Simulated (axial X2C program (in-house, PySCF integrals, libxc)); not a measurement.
**What spin–orbit coupling does to BeBa**

Calculated with an in-house relativistic program for diatomic molecules. Spin-free means the one-electron spin-free X2C Hamiltonian; two-component (2c) means X2C with spin–orbit coupling and atomic mean-field two-electron Coulomb and Gaunt terms, so the difference of the two also holds small scalar two-electron terms. Basis: Ba dyall-cv3z [14s14p9d5f1g], Be dyall-cv3z [8s8p3d1f] (cores contracted in-house); Gaussian nuclei, density fitting, unrestricted open shells. Masses: Ba 137.905 u, Be 9.012 u.

Spin-free state: M_S = 1, Λ = 1 (beyond evenly filled blocks: σα, π+α); fragments Ba + Be.

```csv
level,Re (Å),ωe (cm⁻¹),μ (D)
PBE0,3.000,298.9,-3.15
```

Dipoles are positive if Be is the positive end.

Two-component determinant lowest at the distance of the search:

Ω = 2 (⟨Sz⟩ = 1.00, ⟨Lz⟩ = 1.00 at PBE0); fragments Ba + Be.

```json
{"level": "PBE0", "Re (Å)": "3.001", "ωe (cm⁻¹)": "298.9", "μ (D)": "-3.13"}
```

Task: From the two tables, how do the constants change at the PBE0 level (2c against spin-free)?

Result: At the PBE0 level Re is unchanged within 0.001 Å and ωe doesn't move by more than 0.2 cm⁻¹.

Occupations by symmetry block were frozen at the best pattern of an incomplete PBE0 search. De is not given where an atomic determinant may have missed its ground term or J level, or where the truncated virtual space spoils (T). Density functionals use the spin component along the axis (collinear). PBE0 can misorder states that lie within some tenths of an eV, so this need not be the ground state of the molecule. The nearest other spin-free determinant of the search, M_S = 0, Λ = 1, lies 0.09 eV up at the distance of the search. The functionals have no current-density term, which raises determinants with orbital currents, atoms included. The spin of this state cannot come from the lowest atoms; the curve heads to a higher limit, and no De is given. With several unpaired electrons one determinant need not be a pure state. A state of lower Ω lies just above, and one determinant can place such states too high, so the state shown need not be the lowest. The search has Ω = 1 only 0.06 eV up. Open-shell Ω = 0 determinants with evenly filled partner blocks cannot be reached by this program, so the Ω shown need not be the lowest component.
